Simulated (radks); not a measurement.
Task: Ca5+, 15 electrons, occupied as [Ne] 3s2 3p3 (the NIST ground configuration). Calculated with a radial shooting solver on a logarithmic mesh with Libxc functionals: scalar-relativistic Kohn-Sham, PBE, spin-polarised, spherical densities, finite nucleus; open shells are filled with parallel spins first; Fermi nuclear charge, rms radius 3.4776 fm. Some entries of the table are withheld. Estimate them.

| orbital | occ. | eigenvalue (eV) | <r^2> (bohr^2) |
|---|---|---|---|
| 1s up | 1 | -4034.870 | 0.007942 |
| 1s down | 1 | -4033.793 | 0.007939 |
| 2s up | 1 | -495.9589 | 0.1563 |
| 2s down | 1 | -495.0070 | 0.1559 |
| 2p up | 3 | -417.0018 | (1) |
| 2p down | 3 | -415.6423 | (2) |
| 3s up | 1 | -118.9591 | 1.297 |
| 3s down | 1 | -113.0227 | 1.319 |
| 3p up | 3 | -98.3379 | 1.434 |
| 3p down | 0 | -92.6050 | 1.473 |

Result: 
(1) 2p up <r^2> (bohr^2): 0.1317
(2) 2p down <r^2> (bohr^2): 0.1315
